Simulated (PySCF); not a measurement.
Values are calculated unless marked as measured or tabulated.
Si2BH6NO3F

Si2BH6NO3F is a small molecule (built as: Si site whose three back bonds go to NHSiH3, F, OB(OH)2), neutral, doublet. The structure, one conformer, was relaxed in the gas phase by PBE0-D3(BJ)/def2-SVP. No frequency run checks that it is a minimum.

SMILES: OB(O)O[Si](F)N[SiH3]

Coordinates in Å:
```
Si1     0.113   -1.471    0.423
N2      1.685   -0.805    0.287
Si3     2.057    0.919    0.290
F4     -0.378   -2.217   -0.967
O5     -0.884   -0.167    0.588
B6     -2.062    0.227   -0.018
O7     -2.701    1.297    0.513
O8     -2.577   -0.414   -1.104
H9      2.477   -1.441    0.316
H10     1.728    1.572    1.590
H11     1.324    1.618   -0.804
H12     3.528    1.018    0.052
H13    -3.499    1.502    0.017
H14    -2.027   -1.152   -1.397
```

EPR values by unrestricted B3LYP, IGLO-III on B F N O Si, pcH-1 on H.

(1) Predict g and the largest hyperfine couplings. Where does the spin sit?

(2) How do the isotropic couplings move with BHandHLYP?

Answers

(1) g = 2.0002, 2.0012, 2.0021. The spin sits on Si1 (86 %, bonded to 1 F + 1 N + 1 O) by Mulliken populations.
| atom | isotope | isotropic (MHz) | dipolar, principal values (MHz) |
| --- | --- | --- | --- |
| Si1 | 29Si | -1106.0 | -117.0, 57.7, 59.3 |
| F4 | 19F | 401.8 | -126.5, -119.8, 246.3 |
| O5 | 17O | -47.7 | -20.2, 9.7, 10.5 |
| N2 | 14N | 37.4 | -5.4, -5.1, 10.5 |
| H9 | 1H | -7.3 | -8.7, -3.5, 12.2 |
| Si3 | 29Si | -7.2 | -5.3, 2.5, 2.8 |

(2) Si1 -1106.0 to -1143.8 MHz, F4 401.8 to 420.3 MHz, O5 -47.7 to -50.8 MHz, N2 37.4 to 37.7 MHz.
